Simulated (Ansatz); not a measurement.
Calculated with Ansatz (gas phase, PBE0-D4/def2-TZVP geometries, no zero-point term in ΔE). CCSD(T)/CBS is the MP2 limit (def2-TZVPP, def2-QZVPP) plus CCSD(T) − MP2 in def2-TZVPP, frozen cores. Functionals use def2-TZVPP. One conformer a species, not always the lowest.

Consider the redistribution: `O[SiH](O)S` + `[SiH3]N[SiH](Cl)Cl` → `O[SiH](O)N[SiH](Cl)Cl` + `[SiH3]S`.

```csv
level,ΔE (kJ/mol)
ωB97M-V,-17.8
B2PLYP,-14.9
PBE,-13.1
PBE0,-15.3
MP2/def2-TZVPP,-16.7
SCS-MP2/def2-TZVPP,-16.0
SCS-MP2/def2-QZVPP,-15.6
CCSD/CBS(def2),-17.5
```

**Question.** What does CCSD(T)/CBS give? (An estimate is asked.)

**Answer.** Ansatz gave: -17.3 kJ/mol. The listed levels differ from it by -0.5, 2.4, 4.2, 2.0, 0.6, 1.3, 1.7, -0.2 kJ/mol.

Largest T1 diagnostic among the species: 0.011.

The D4 term adds −3.5 kJ/mol with B3LYP and −2.1 kJ/mol with PBE0; it sums over pairs of atoms, weighted by their polarisabilities, and B3LYP, whose exchange is more repulsive, gets the larger term.

B3LYP here is the variant with VWN-RPA as its local correlation; programs differ in this.
